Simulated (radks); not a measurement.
Q: These are the eigenvalues of the occupied orbitals of an atom or ion with whole-number occupations (eV). Method: scalar-relativistic Kohn-Sham, LDA (Slater exchange, Perdew-Wang correlation), spin-polarised, spherical densities, finite nucleus; Fermi nuclear charge, rms radius of each element as measured or else 0.836 A^(1/3) + 0.57 fm; computed with a radial shooting solver on a logarithmic mesh with Libxc functionals.

orbital  eigenvalue
1s up     -55457.22
1s down   -55457.12
2s up     -9294.023
2s down   -9293.912
2p up     -8240.838
2p down   -8240.725
3s up     -2090.720
3s down   -2089.405
3p up     -1768.750
3p down   -1767.437
3d up     -1358.853
3d down   -1357.816
4s up     -429.1729
4s down   -426.4691
4p up     -323.1661
4p down   -320.4886
4d up     -179.8537
4d down   -177.1966
5s up      -71.0530
5s down    -68.9549
5p up      -45.8613
5p down    -44.0017
4f up      -24.0704
4f down    -21.5196
6s up      -17.4917

Which element is it, and in what charge state? The configuration may be excited. Open shells, if any, are filled with parallel spins first.

A: Z = 67, holmium, charge +2: Ho2+ in [Kr] 4d10 4f11 5s2 5p5 6s1. The list shows which subshells hold electrons but not how many an open one holds; the 1s level, -2038 hartree, gives Z - s = 63.8 by -(Z - s)^2/2, which with screening and relativity narrows Z to a few neighbours, and the depths of the outer levels then fix element, charge and occupations together.
